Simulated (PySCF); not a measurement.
```xyz
4
charge 0 multiplicity 1, angstrom
B     0.0000    0.0000    0.0000
I     2.1383    0.0000    0.0000
I    -1.0692    1.8518    0.0000
I    -1.0691   -1.8518    0.0000
```

All numbers come from B3LYP in PySCF with B def2-SVP, I def2-SVP with ECP28; scalar-relativistic core potentials, no spin–orbit coupling; density-fitted integrals.

This geometry of BI₃ is a stationary point at this level.

Task: What is the point group?

Result: D3h.

Task: Is it a minimum?

Result: Yes: all harmonic wavenumbers are real.

Task: List the harmonic modes with their infrared intensities.

Result: 
```csv
symmetry,ω (cm⁻¹),"IR (km/mol, summed over degenerate members)"
e',103,0.0
a1',191,0.0
a2'',317,0.6
e',696,482
```

In D3h the vibrations span 2e' + a1' + a2''. The a1' mode carries no infrared intensity, as symmetry demands.
